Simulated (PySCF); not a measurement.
Compound: C6H5BrN2.
SMILES with atom numbers: `[C-:1]#[N+:2][c:3]1[cH:4][cH:5][c:6]([Br:7])[n:8]1[CH3:9]` (hydrogens: H10 on C4; H11 on C5; H12, H13, H14 on C9)

Method: PySCF 2.14.0, PBE0-D3(BJ)/def2-SVP geometry optimisation, gas phase.

Problem. Give the optimised bond lengths and angles.

Solution. 
```
                  bond  length (pm)     order
                 C1≡N2        117.9    triple
                 N2–C3        135.7    single
                 C3–C4        138.3  aromatic
                 C4–C5        141.3  aromatic
                 C5–C6        138.1  aromatic
                C6–Br7        185.8    single
                 C6–N8        136.7  aromatic
                 N8–C9        144.2    single
                 C3–N8        137.9  aromatic
                C4–H10        108.7    single
                C5–H11        108.7    single
C9–H12, C9–H13, C9–H14        109.8    single
```

Bonds in one row agree within 1 pm and their mean is given. Orders are formal, as drawn. A selection of angles:
```
     angle  degrees
  C1–N2–C3    179.5
  N2–C3–C4    129.9
  N2–C3–N8    120.8
  C4–C3–N8    109.3
  C3–C4–C5    106.9
 C3–C4–H10    125.3
 C5–C4–H10    127.8
  C4–C5–C6    106.7
 C4–C5–H11    127.6
 C6–C5–H11    125.7
 C5–C6–Br7    129.0
  C5–C6–N8    109.9
 Br7–C6–N8    121.1
  C6–N8–C9    126.6
  C3–N8–C6    107.3
  C3–N8–C9    126.2
 N8–C9–H12    108.7
 N8–C9–H13    110.6
H12–C9–H13    109.0
```

The 5 C–N bonds span 1.179 Å (C1≡N2, drawn triple) to 1.442 Å (N8–C9, drawn single), a spread of 0.263 Å. Of the pairs four or more bonds apart, N2···H12 is among the closest relative to their van der Waals radii: 2.46 Å, 90 % of the sum of Bondi's values. The 3 C–C bonds span 1.381 Å (C5–C6, aromatic) to 1.413 Å (C4–C5, aromatic), a spread of 0.032 Å. The 9 heavy atoms lie in one plane (0.000 Å rms). N8 (pyrrole-type nitrogen) is planar (angles 126.6°, 126.2° and 107.3°, sum 360.0°, 0.00 Å off the plane of its three neighbours). The 5-membered ring C3–C4–C5–C6–N8 has internal angles of 106.7° to 109.9° (sum 540°, against 540° for a flat polygon); it is planar, 0.00 Å rms from its mean plane, widest ring torsion 0°.

Point group: Cs (tolerance 0.08 Å). No frequency check.

Hardware: an Arm Neoverse V2 with one thread, shared host with 96 logical CPUs at a one-minute load of 66. Cost: 84 s, 0.90 GiB resident at most. This is the geometry optimisation.
